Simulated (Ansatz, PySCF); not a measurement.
Zn(OH) (HOZn), SMILES [OH][Zn] (connectivity only; charge and spin as stated), neutral, multiplicity 2. Atoms are numbered in the order given.

```xyz
3

Zn    -0.0422    -0.3943     0.0000
O      0.1639     1.4174     0.0000
H     -0.6668     1.9008     0.0000
```
Charge 0, spin multiplicity 2.

Geometry: PBE0-D3(BJ)/def2-TZVP. The spin state was assumed, not searched. The isomer is the one that the SMILES or the coordinates give; other isomers of the formula were not compared.

Two levels are set side by side: PBE-D3(BJ)/def2-TZVP (Ansatz, a quantum-chemistry and plane-wave program) and PBE0-D3(BJ)/def2-TZVP (PySCF). Each level has its own optimised geometry; the coordinates shown are those of the second. Frequencies come from the Hessian of PySCF at each geometry. Differences are taken from unrounded values.

| quantity | PBE0-D3(BJ) | PBE-D3(BJ) | PBE-D3(BJ) minus PBE0-D3(BJ) |
|---|---|---|---|
| mean bond length (Å) | 1.392 | 1.412 | 0.020 |
| bond Zn1–O2 (Å) | 1.823 | 1.849 | 0.026 |
| bond O2–H3 (Å) | 0.961 | 0.975 | 0.014 |
| highest harmonic wavenumber (cm⁻¹) | 3875 | 3688 | -187 |
| mean harmonic wavenumber (cm⁻¹) | 1722 | 1651 | -71 |
| zero-point energy (kcal/mol) | 7.39 | 7.08 | -0.31 |

GGA bonds tend to be longer and softer than those of functionals with exact exchange. Differences between two approximate levels are no errors against the true value.
